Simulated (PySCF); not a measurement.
GeH2, SMILES [GeH2] (connectivity only; charge and spin as stated), neutral, multiplicity 1. Geometry optimised at PBE-D3(BJ)/def2-TZVPD. The isomer is the one that the SMILES or the coordinates give; other isomers of the formula were not compared.

All values below come from PBE-D3(BJ)/def2-TZVPD (PySCF 2.14.0).

Harmonic wavenumbers (cm⁻¹): 898, 1844, 1857. Rotational constants (GHz): 198.7, 193.5, 98.03; symmetry number 2.

Work out the zero-point energy and the ideal-gas rigid-rotor harmonic-oscillator thermochemistry at 298.15 K and 1 atm.

ZPE = ½ Σ hcν = ½ × 4599 cm⁻¹ = 27.51 kJ/mol. H − E(el) = 37.57 kJ/mol. Entropy in J/(mol K): translation 162.53, rotation 57.45, vibration 0.61, total 220.59. G − E(el) = -28.20 kJ/mol. Cp = 35.54 J/(mol K).
